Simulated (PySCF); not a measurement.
## Deuteron quadrupole couplings in `CC[Si@@H]1[SiH2][SiH2][Si@H](F)[SiH2]1`

Compound: C2H13FSi5.
Z-matrix (Å and degrees, GFN2-xTB geometry), rows numbered from 1:
```
C 
C   1  1.5226
Si  2  1.9140  1  112.08
Si  3  2.3516  2  108.40  1    56.48
Si  4  2.3415  3  107.29  2   -99.12
Si  5  2.3359  4  106.66  3    -4.95
F   6  1.6331  5  105.88  4   102.87
Si  6  2.3357  5  108.79  4    -9.89
H   1  1.0889  2  111.00  3    59.34
H   1  1.0896  2  110.79  3   -60.85
H   1  1.0894  2  111.03  3   179.31
H   2  1.0915  1  109.03  3  -122.24
H   2  1.0914  1  109.00  3   122.10
H   3  1.4765  2  105.02  1   178.69
H   4  1.4708  3  112.97  2    25.20
H   4  1.4696  3  111.10  2   140.64
H   5  1.4702  4  111.53  3  -124.84
H   5  1.4685  4  112.42  3   119.15
H   6  1.4636  5  117.58  4  -147.90
H   8  1.4686  3  114.96  2   -32.58
H   8  1.4712  3  110.42  2  -149.69
```

Level: PBE0/pcSseg-1 (PySCF, non-relativistic); Q(2H) = 0.00286 b; rigid geometry, the same for H and D, with no vibrational averaging.

Task: Give the electric field gradient Vzz (the principal value of largest size), its asymmetry and the 2H coupling at each hydrogen.

Result: 
```csv
atom,bonded to,bond length (Å),Vzz (au),η,χzz (kHz)
H9,C1,1.089,0.3094,0.03,208
H10,C1,1.090,0.3114,0.03,209
H11,C1,1.089,0.3128,0.02,210
H12,C2,1.091,0.3113,0.02,209
H13,C2,1.091,0.3115,0.02,209
H14,Si3,1.476,0.1580,0.01,106
H15,Si4,1.471,0.1626,0.00,109
H16,Si4,1.470,0.1634,0.01,110
H17,Si5,1.470,0.1622,0.01,109
H18,Si5,1.468,0.1637,0.01,110
H19,Si6,1.464,0.1622,0.03,109
H20,Si8,1.469,0.1638,0.00,110
H21,Si8,1.471,0.1621,0.02,109
```

Task: Average by the element that carries the hydrogen.

Result: on C: 209 kHz over 5 positions, mean bond length 1.090 Å; on Si: 109 kHz over 8 positions, mean bond length 1.470 Å.

Task: How does χzz go with the bond length over the 8 Si–H bonds?

Result: A straight-line fit has a slope of -2.4 kHz for each 0.01 Å, with a correlation coefficient of -0.69, over lengths from 1.464 to 1.476 Å.

Task: Give the 2H NMR doublet splittings at H17 for a magnetic field along the z, y and x axes of the gradient: 3χ/2, 3χ(1 + η)/4, 3χ(1 − η)/4.

Result: With |χ| = 109.0 kHz and η = 0.006: 163, 82 and 81 kHz, to first order and without motion.

Isolated species at its GFN2-xTB geometry (one conformer only). GFN2-xTB bond lengths can be off by several hundredths of an ångström, more for odd bonds, and the gradients follow them. The small basis limits the accuracy of the gradients.
